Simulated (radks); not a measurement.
The numbers below are computed, except where a source is named.
Ionisation of Be2+, [He], to Be3+, 1s1, under several functionals. Scalar-relativistic Kohn-Sham, spin-unpolarised, spherical densities, finite nucleus; a radial shooting solver on a logarithmic mesh with Libxc functionals.

functional,E(Be2+) (hartree),Exc (hartree),IE (eV),-e(HOMO) (eV),<r> HOMO (bohr),IE error (eV)
PBE,-13.62232,-2.27503,158.78,132.28,0.4174,+4.9
AM05,-13.49978,-2.14057,157.22,130.95,0.4194,+3.3
PBEsol,-13.53621,-2.18186,157.74,131.39,0.4186,+3.8
BP86,-13.65163,-2.30856,159.03,132.51,0.4163,+5.1
exchange-only B88,-13.60353,-2.25785,158.20,131.59,0.4171,+4.3

NIST Atomic Spectra Database: 153.90 eV (theoretical). Closest: AM05. The Delta-SCF values span 1.81 eV, the total energies 0.15 hartree. The highest occupied level is 1s. Spin polarisation and multiplet splitting are left out, so open shells lie too high by an amount that depends on their filling.

Beside tabulated values, note that spin-unpolarised runs miss the spin-polarisation part of the exchange energy of open shells.
